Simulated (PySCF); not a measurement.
**LaSBr: from structure and modes to constants**

Level of theory: PySCF, PBE, basis La def2-TZVP with ECP46, S def2-TZVP, Br def2-TZVP (scalar-relativistic core potentials, no spin–orbit coupling, density fitting).

The singlet minimum has Cs symmetry. Masses (u): La 138.90635, S 31.97207, Br 78.91834.

```xyz
3
charge 0 multiplicity 1, angstrom
La   -0.4482    0.0000   -0.6822
S    -2.4713    0.0000    0.6696
Br    1.8059    0.0000    0.9566
```

Harmonic wavenumbers (cm⁻¹): 77.5 (a', ×1), 216.3 (a', ×1), 432.4 (a', ×1).

What is the harmonic zero-point energy?

Half the sum of all 3 wavenumbers, 726/2 = 363 cm⁻¹, which is 4.3 kJ/mol (1 cm⁻¹ = 0.0119627 kJ/mol).

Find the vibrational entropy and heat capacity at 298.15 K.

With u = 1.43878 ω/T, each mode gives S = R[u/(eᵘ−1) − ln(1−e⁻ᵘ)] and C = R u² eᵘ/(eᵘ−1)².
| ω (cm⁻¹) | u | S (J/(mol K)) | C (J/(mol K)) |
| --- | --- | --- | --- |
| 77.5 | 0.374 | 16.54 | 8.22 |
| 216.3 | 1.044 | 8.32 | 7.60 |
| 432.4 | 2.087 | 3.56 | 5.86 |
The sums over all modes are S = 28.4 and C = 21.7 J/(mol K); the softest mode gives 58 % of the entropy.

This need not be the most stable arrangement of these atoms.
